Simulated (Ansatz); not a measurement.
Input and output for `N[Si]1(F)C=N1`.

```yaml
crystal:
  periodic: [false, false, false]
  atoms:
    - {symbol: N, position_ang: [1.129717, 0.718067, 0.647269]}
    - {symbol: Si, position_ang: [-0.202512, 0.277147, -0.271873]}
    - {symbol: F, position_ang: [-0.795948, 1.630986, -0.843758]}
    - {symbol: C, position_ang: [-1.118513, -1.207651, -0.224594]}
    - {symbol: N, position_ang: [-0.289118, -1.165220, -1.233259]}
    - {symbol: H, position_ang: [1.728134, 0.054434, 1.105215]}
    - {symbol: H, position_ang: [1.427005, 1.672694, 0.743264]}
    - {symbol: H, position_ang: [-1.786567, -2.037556, 0.021936]}
basis:
  gaussian: {orbitals: def2-SVPD}
hamiltonian: {xc: {name: LC-wPBE}}
accuracy: high
output: {forces: true}
```

```sh
$ ansatz run in.yaml --threads 2 --pin off --events-out ev --progress --plain --max-ram 4352MiB
```

Output, abridged:

```
Functional definition: LC-wPBE
2654 factors; integrals over basis functions are off by at most 3.5e-9 eV
726 factors; integrals over basis functions are off by at most 1.9e-9 eV
mean field evaluation 1: about -14641.4795 eV, gradient 5.5e1 eV
mean field evaluation 2: about -14642.2773 eV, gradient 5.3e1 eV
mean field evaluation 4: about -14647.2794 eV, gradient 2.4e0 eV
mean field evaluation 8: about -14647.2922 eV, gradient 2.1e-1 eV
mean field evaluation 16: about -14647.2924 eV, gradient 3.4e-4 eV
mean field -14647.29235682 eV, -538.2780658218 hartree, gradient 5.2e-8 eV, S^2 0.000000; 0 other end points of the search recorded, 0 dependent functions left out
reference -14647.29235682 eV, -538.2780658218 hartree; 23, 23 occupied and 108, 108 virtual orbitals, 2654 factors
Total energy: -14647.29235682 eV, -538.2780658218 hartree
Atom 0 at     1.129717     0.718067     0.647269 Å, force     0.151660     0.062576     0.126247 eV/Å
Atom 1 at    -0.202512     0.277147    -0.271873 Å, force     0.327532    -1.018974     0.319460 eV/Å
Atom 2 at    -0.795948     1.630986    -0.843758 Å, force    -0.542711     1.188643    -0.486555 eV/Å
Atom 3 at    -1.118513    -1.207651    -0.224594 Å, force     0.141796    -0.014854    -0.202044 eV/Å
Atom 4 at    -0.289118    -1.165220    -1.233259 Å, force    -0.163750    -0.163395     0.069963 eV/Å
Atom 5 at     1.728134     0.054434     1.105215 Å, force     0.129977    -0.146006     0.109957 eV/Å
Atom 6 at     1.427005     1.672694     0.743264 Å, force     0.062644     0.213522     0.023811 eV/Å
Atom 7 at    -1.786567    -2.037556     0.021936 Å, force    -0.107150    -0.121510     0.039162 eV/Å
Dipole moment:     0.238516     0.115667     0.594530 e Å
```

It took 8 s on 2 threads of an Arm Neoverse V2 on a shared host, with 0.55 GiB of host memory at the peak.
